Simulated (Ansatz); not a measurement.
Molecule: sum formula InH₂F, net charge 0, singlet state. 
Structure (B3LYP-D3(BJ)/def2-TZVP (Ansatz, an electronic-structure program) minimum search):
SMILES: [InH2][F]
```xyz
4

F     -0.8615     1.4647     0.0100
In     0.1404    -0.2388    -0.0016
H     -0.9461    -1.5548     0.0089
H      1.8186     0.0714    -0.0191
```

Basis-set convergence of Hartree-Fock and CCSD correlation energies (hartree) with Ansatz. Valence correlation only, unless marked. No spin-orbit coupling. The frozen core is the preceding noble-gas configuration, with the filled d and f shells of earlier blocks. Past Kr the def2 sets carry scalar-relativistic core potentials.

| basis | functions | E(HF) | E(corr, CCSD) |
|---|---|---|---|
| def2-SVP | 50 | -289.72519 | -0.26938 |
| def2-TZVPP | 109 | -289.86457 | -0.34826 |
| def2-QZVPP | 199 | -289.87149 | -0.37562 |

Extrapolating the two largest sets (X = 3 and 4) as X^-3: E(corr) = (64·(-0.37562) - 27·(-0.34826))/37 = -0.3956 Eh, an estimate of the basis-set limit. The largest set recovers 95.0 % of it, the smallest 68.1 %.
